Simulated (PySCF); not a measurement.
# Spinor energies of In²²⁺ (indium, charge +22)

Start: [Ar] 3d9; 3d3/2 filled at m_j = -3/2, -1/2, +1/2, +3/2; 3d5/2 filled at m_j = -3/2, -1/2, +1/2, +3/2, +5/2. Calculated with PySCF 2.14 in an even-tempered Gaussian basis (17 s from 2.7 bohr⁻², ratio 2.8; 12 p from 3.5 bohr⁻², ratio 2.8; 8 d from 3.5 bohr⁻², ratio 2.8; 3 f from 16 bohr⁻², ratio 3): generalised Hartree-Fock with the X2C-1e Hamiltonian and a Gaussian nucleus; one run each with spin-orbit coupling (SO) switched off, then screened by Boettger's factors.

```json
{"spinor shell": "1s1/2", "electrons": "2", "ε, spin-free (eV)": "-28791.1", "ε, screened SO (eV)": "-28788.8", "weight of nominal j (screened SO)": "1.000", "rms radius, screened SO (bohr)": "0.0340"}
{"spinor shell": "2s1/2", "electrons": "2", "ε, spin-free (eV)": "-4987.0", "ε, screened SO (eV)": "-4986.2", "weight of nominal j (screened SO)": "1.000", "rms radius, screened SO (bohr)": "0.139"}
{"spinor shell": "2p1/2", "electrons": "2", "ε, spin-free (eV)": "-4542.7", "ε, screened SO (eV)": "-4690.6", "weight of nominal j (screened SO)": "1.000", "rms radius, screened SO (bohr)": "0.120"}
{"spinor shell": "2p3/2", "electrons": "4", "ε, spin-free (eV)": "-4542.7", "ε, screened SO (eV)": "-4474.7", "weight of nominal j (screened SO)": "1.000", "rms radius, screened SO (bohr)": "0.125"}
{"spinor shell": "3s1/2", "electrons": "2", "ε, spin-free (eV)": "-1492.8", "ε, screened SO (eV)": "-1492.6", "weight of nominal j (screened SO)": "1.000", "rms radius, screened SO (bohr)": "0.364"}
{"spinor shell": "3p1/2", "electrons": "2", "ε, spin-free (eV)": "-1343.3", "ε, screened SO (eV)": "-1374.3", "weight of nominal j (screened SO)": "0.997", "rms radius, screened SO (bohr)": "0.355"}
{"spinor shell": "3p3/2", "electrons": "4", "ε, spin-free (eV)": "-1343.3", "ε, screened SO (eV)": "-1329.0", "weight of nominal j (screened SO)": "0.998", "rms radius, screened SO (bohr)": "0.366"}
{"spinor shell": "3d3/2", "electrons": "4", "ε, spin-free (eV)": "-1121.2", "ε, screened SO (eV)": "-1127.0", "weight of nominal j (screened SO)": "0.968", "rms radius, screened SO (bohr)": "0.334"}
{"spinor shell": "3d5/2", "electrons": "5", "ε, spin-free (eV)": "-1121.2", "ε, screened SO (eV)": "-1117.0", "weight of nominal j (screened SO)": "0.974", "rms radius, screened SO (bohr)": "0.337"}
```

| quantity | spin-free | screened SO |
| --- | --- | --- |
| E (hartree) | -5649.43319 | -5650.82119 |
| M_J | 5/2 | 5/2 |
| ⟨J²⟩ | 8.750 | 8.750 |
| ⟨L²⟩ | 6.000 | 6.011 |
| ⟨S²⟩ | 0.750 | 0.760 |

Each row is a mean over spinors that exchange with the open shell spreads, by up to 16.669 eV (3p3/2).

Breit and QED terms are absent; they matter most for the inner s and p1/2 levels.

Densities and radii are taken from the X2C orbitals without a picture-change correction, which distorts them close to the nucleus.

Without spin-orbit coupling the j labels of p, d and f shells carry no meaning; the spin-free column gives the mean over the occupied spinors of each nl shell.
